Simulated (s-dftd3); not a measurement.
iodobenzene (C6H5I), singlet, at a GFN2-xTB geometry; D3(zero) for b97d in s-dftd3.

Here is a job for s-dftd3.
```
$ s-dftd3 mol.xyz --zero b97d --json dftd3.json --noedisp --grad

# file mol.xyz
12

I      1.54919695     0.03420280    -0.00953362
C     -0.57031496    -0.01259128     0.00350967
C     -1.22206122    -1.23170619    -0.01879237
C     -2.60641154    -1.25603278    -0.01013698
C     -3.32591525    -0.07342877     0.02046738
C     -2.65898166     1.13978468     0.04253974
C     -1.27490491     1.17657876     0.03415847
H     -0.66116375    -2.15343602    -0.04264636
H     -3.12044666    -2.20537541    -0.02746069
H     -4.40514882    -0.09725583     0.02710889
H     -3.21416063     2.06552145     0.06644330
H     -0.75498107     2.12217071     0.05136119
```

It wrote (shortened):

```
-----------------------------------
 s i m p l e   D F T - D 3  v1.4.0
-----------------------------------

Zero (Chai-Head-Gordon) damping: b97d-D3(0)
--------------------
  s6         1.0000
  s8         0.9090
  s9         0.0000
 rs6         0.8920
 rs8         1.0000
 alp        14.0000
--------------------

Dispersion energy:      -1.4084953633324E-02 Eh

Gradient norm:           1.9111007026847E-03 Eh/a0
--------------------------------------------------
     #    Z           dE/dx      dE/dy      dE/dz
--------------------------------------------------
     1   53 I    -5.436E-04 -1.200E-05  3.345E-06
     2    6 C    -5.431E-04 -1.199E-05  3.342E-06
     3    6 C     1.752E-04  9.163E-04  1.885E-05
     4    6 C     1.226E-04  5.597E-04  1.141E-05
     5    6 C     7.121E-04  1.572E-05 -4.382E-06
     6    6 C     1.470E-04 -5.538E-04 -1.307E-05
     7    6 C     2.152E-04 -9.077E-04 -2.125E-05
     8    1 H    -2.383E-04  6.790E-05  3.064E-06
     9    1 H     3.307E-05  9.208E-05  1.792E-06
    10    1 H     1.179E-04  2.602E-06 -7.253E-07
    11    1 H     3.707E-05 -9.053E-05 -2.223E-06
    12    1 H    -2.351E-04 -7.835E-05 -1.512E-07
--------------------------------------------------

Virial:
--------------------------------------------------
      component           x          y          z
--------------------------------------------------
          x      -8.515E-03 -1.239E-05  5.624E-05
          y      -1.239E-05 -8.003E-03 -1.747E-04
          z       5.624E-05 -1.747E-04 -4.189E-06
--------------------------------------------------

[Info] JSON dump of results written to 'dftd3.json'
```
